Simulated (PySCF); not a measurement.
## Electron correlation in Pb⁻ (lead, charge -1)

[Xe] 4f14 5d10 6s2 6p3, high-spin 4S determinant. Calculation: PySCF 2.14, in aug-cc-pVQZ-PP with ECP60MDF; a scalar-relativistic core potential. Frozen: 5s2 5p6 5d10; 5 electrons correlated.

| level | correlation energy (mhartree) |
| --- | --- |
| CCSD | -63.06 |
| (T) | -2.63 |
| CCSD(T) | -65.69 |

Diagnostics: T1 = 0.0082, D1 = 0.0192, largest double amplitude 0.029.

Q: Is a single reference adequate?

A: Yes, within this model without spin-orbit coupling: T1 lies below 0.03 and no double amplitude reaches 0.07.

Spin-orbit coupling is strong in this species, so the high-spin LS determinant is a model state.
